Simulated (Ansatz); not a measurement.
Species: H3S2, charge 1, multiplicity 1. It need not be the lowest isomer of its formula. 
Structure (B3LYP-D3(BJ)/def2-TZVP (Ansatz, a first-principles code) minimum search):
```
S
H 1 1.3566
H 1 1.3566 2 94.20
S 1 2.0776 2 101.00 3 -102.08
H 4 1.3496 1 91.36 2 -131.73
```
Charge +1, spin multiplicity 1.

Computed values are from Ansatz. Cores are frozen in the correlated levels unless marked. UHF or UKS for open shells. Spin-orbit coupling is left out. No relativistic terms. CBS marks a two-point X^-3 extrapolation of the correlation energy; Hartree-Fock from the larger set. [CCSD(T)-MP2]/basis is that difference in the basis named.

What is the vertical electron affinity (to the doublet; negative means unbound) at RI-MP2/CBS(aug-cc-pV(T+d)Z,aug-cc-pV(Q+d)Z)+[CCSD(T)-MP2]/aug-cc-pV(T+d)Z?

5.67 eV.

What is the total energy at CCSD(T)/CBS(def2-TZVPPD,def2-QZVPPD)?

-797.0230 Eh.

What is the vertical ionisation energy (to the doublet) at RI-MP2/CBS(aug-cc-pV(T+d)Z,aug-cc-pV(Q+d)Z)+[CCSD(T)-MP2]/aug-cc-pV(T+d)Z?

16.75 eV.

What is the T1 diagnostic at CCSD/def2-QZVPPD?

0.013.

What is the vertical triplet-singlet gap at RI-MP2/CBS(aug-cc-pV(T+d)Z,aug-cc-pV(Q+d)Z)+[CCSD(T)-MP2]/aug-cc-pV(T+d)Z?

3.81 eV.
